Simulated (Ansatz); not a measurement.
Ansatz results at the PBE0-D4/def2-TZVP geometry: size of the dipole moment (B3LYP/def2-TZVPP) 1.28 D; HOMO–LUMO gap (ωB97M-V/def2-TZVPP) 9.25 eV; size of the dipole moment (PBE/def2-TZVPP) 1.06 D.

Question: Which molecule gave them?
A. `C[SiH]1BS1`
B. `[AlH2][S][AlH2]`
C. `FC1N[SiH2]O1`
D. `[CH3][Sb]1[CH2]O[CH2]1`

Answer: D. The others give `[AlH2][S][AlH2]`: 0.78, 10.29, 0.69; `C[SiH]1BS1`: 1.73, 9.40, 1.64; `FC1N[SiH2]O1`: 2.41, 11.45, 2.26.

B3LYP here is the variant with VWN-RPA as its local correlation; programs differ in this.
